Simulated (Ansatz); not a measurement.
Isolated molecules relaxed with PBE0-D4/def2-TZVP in Ansatz; ΔE leaves out vibrations. CCSD(T)/CBS is the MP2 limit (def2-TZVPP, def2-QZVPP) plus CCSD(T) − MP2 in def2-TZVPP, frozen cores. This one scheme is used for every species. DFT in def2-TZVPP. B3LYP here is the variant with VWN-RPA as its local correlation; programs differ in this. One conformer a species, not always the lowest.

`[SiH3]B(Cl)Cl` + `C[SiH2][NH][AlH2]` → `ClBCl` + `C[SiH]([SiH3])[NH][AlH2]`  (redistribution)

`[SiH3]B(Cl)Cl`:

Z-matrix (Å, degrees):
```
Si
B 1 2.020
H 1 1.488 2 108.8
H 1 1.488 2 108.8 3 117.9
H 1 1.485 2 111.9 3 -121.0
Cl 2 1.745 1 119.4 3 -59.1
Cl 2 1.743 1 122.1 3 120.9
```

`C[SiH2][NH][AlH2]`:

```xyz
12

C     1.182   -1.566   -0.524
Si   -0.096   -0.718    0.542
N    -0.868    0.608   -0.258
Al   -0.866    2.338    0.163
H     1.643   -2.398    0.017
H     0.729   -1.971   -1.433
H     1.971   -0.871   -0.819
H    -1.100   -1.739    0.965
H     0.545   -0.155    1.761
H    -1.409    0.350   -1.074
H    -1.694    3.319   -0.765
H    -0.036    2.803    1.425
```

`ClBCl`:

```xyz
4

Cl    0.034    0.224   -1.657
B    -0.110    0.040    0.061
Cl    1.175   -0.665    0.987
H    -1.099    0.401    0.609
```

`C[SiH]([SiH3])[NH][AlH2]`:

```xyz
15

C     0.817   -1.650    0.983
Si   -0.008   -0.053    0.458
Si    1.587    1.667    0.364
N    -0.827   -0.193   -1.065
Al   -2.563   -0.024   -1.430
H     1.298   -1.535    1.959
H     0.083   -2.456    1.055
H     1.585   -1.952    0.265
H    -1.056    0.311    1.455
H     0.944    2.982    0.088
H     2.362    1.785    1.632
H     2.560    1.400   -0.736
H    -0.218   -0.363   -1.856
H    -3.556    0.240   -0.229
H    -3.008   -0.158   -2.944
```

```tsv
level	ΔE (kJ/mol)
B3LYP-D4	-15.3
r2SCAN	-14.4
PBE0	-16.3
MP2/def2-TZVPP	-13.0
HF/def2-QZVPP	-10.7
MP2/def2-QZVPP	-12.2
MP2/CBS(def2)	-11.7
CCSD/CBS(def2)	-12.5
```

What does CCSD(T)/CBS give? (An estimate is asked.)

Computed: -12.7 kJ/mol. The listed levels differ from it by -2.6, -1.7, -3.6, -0.3, 2.0, 0.5, 1.0, 0.2 kJ/mol.

Largest T1 diagnostic among the species: 0.013.
